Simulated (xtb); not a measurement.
H2O4P (SMILES [O]P(=O)(O)O), doublet, geometry from GFN2-xTB, atoms displaced at random by about 0.1 Å a coordinate. Base run: xtb with GFN2-xTB.

The xtb input:
```
$ xtb mol.xyz --gfn 2 --uhf 1 --opt --json

# file mol.xyz
7

O     -0.91062362    -0.47326891    -1.24438913
P      0.14780218    -0.03668074     0.14754472
O     -1.15552048     0.29963893     1.01317351
O      0.76945384     1.17234971    -0.57727108
O      1.18685951    -1.19379241     0.34230240
H      0.35448579     1.82868357    -0.69377584
H      1.80868922    -1.35210612    -0.22632785
```

Each row names what was changed in the base input (with any setting that the change needs).

| change | ΔE vs base (kJ/mol) | optimiser steps |
|---|---|---|
| base | 0.00 | 17 |
| opt level = vtight | -0.03 | 24 |
| alpb = dmso | -77.4 | 19 |
| engine = lbfgs | 0.00 | - |
| opt level = extreme | -0.03 | 24 |
| opt level = loose | 0.08 | 11 |
| alpb = cs2 | -20.23 | 21 |
| engine = inertial | 0.03 | - |
| opt level = tight | -0.03 | 22 |
| opt level = crude | 0.73 | 7 |
